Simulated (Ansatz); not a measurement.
Geometry optimisation, RKS B3LYP-D4/STO-3G (Ansatz 0.2.0).

Input:

```yaml
crystal:
  periodic: [false, false, false]
  atoms:
    - { symbol: O, position_ang: [-1.6572, 0.4929, 0.4714] }
    - { symbol: C, position_ang: [-0.288, 0.5058, 0.406] }
    - { symbol: S, position_ang: [0.4349, -0.9117, 0.9914] }
    - { symbol: Si, position_ang: [-0.0269, -2.4121, -0.4167] }
    - { symbol: "N", position_ang: [0.2871, 1.7026, 0.916] }
    - { symbol: Si, position_ang: [0.6411, 1.6803, -0.7256] }
    - { symbol: H, position_ang: [-1.9317, 1.1867, 1.1464] }
    - { symbol: H, position_ang: [-1.5084, -2.714, -0.3027] }
    - { symbol: H, position_ang: [0.2136, -1.887, -1.7294] }
    - { symbol: H, position_ang: [0.7048, -3.644, -0.1391] }
    - { symbol: H, position_ang: [1.1129, 1.4632, 1.4777] }
    - { symbol: H, position_ang: [2.1426, 1.6384, -0.7598] }
    - { symbol: H, position_ang: [-0.1042, 2.8642, -1.3209] }
basis:
  gaussian: { orbitals: STO-3G }
hamiltonian:
  xc: b3lyp
  dispersion: d4
relax:
  f_tol: 0.015
  max_steps: 40
output:
  orbitals: {}
```

Command:

```bash
$ ansatz run input.yaml --threads 1 --pin off --max-ram 2048MiB --backend cpu --events-out ev --progress --plain --runs-dir out
```

Question: Where does it end, and by what steps?

Answer: It converged. Limits of this set-up: minimal basis. After 11 steps the energy has fallen by 1.535 eV; H11 moved furthest, 0.34 Å.

| step | energy less start (eV) | largest force component (eV/Å) | accepted |
| --- | --- | --- | --- |
| 0 | 0.0000 | 4.703 | yes |
| 1 | -1.2198 | 2.141 | yes |
| 2 | -1.4638 | 0.936 | yes |
| 3 | -1.1861 | 2.928 | no |
| 4 | -1.5248 | 0.222 | yes |
| 5 | -1.5229 | 0.339 | no |
| 6 | -1.5329 | 0.052 | yes |
| 7 | -1.5344 | 0.086 | yes |
| 8 | -1.5349 | 0.028 | yes |
| 9 | -1.5351 | 0.017 | yes |
| 10 | -1.5351 | 0.031 | yes |
| 11 | -1.5352 | 0.009 | yes |

```xyz
13
Properties=species:S:1:pos:R:3
O -1.650 0.316 0.460
C -0.203 0.486 0.472
S 0.662 -1.021 1.078
Si -0.090 -2.353 -0.416
N 0.199 1.833 1.108
Si 0.670 1.713 -0.640
H -1.937 1.179 0.940
H -1.491 -2.664 -0.237
H 0.090 -1.780 -1.733
H 0.673 -3.577 -0.325
H 1.032 1.649 1.749
H 2.063 1.503 -0.962
H 0.002 2.681 -1.479
```

Whether the end is a true minimum wasn't checked by a vibrational analysis.

Time of the run: 58 s on 1 thread of Arm Neoverse V2 (shared host), peak memory 0.18 GiB.
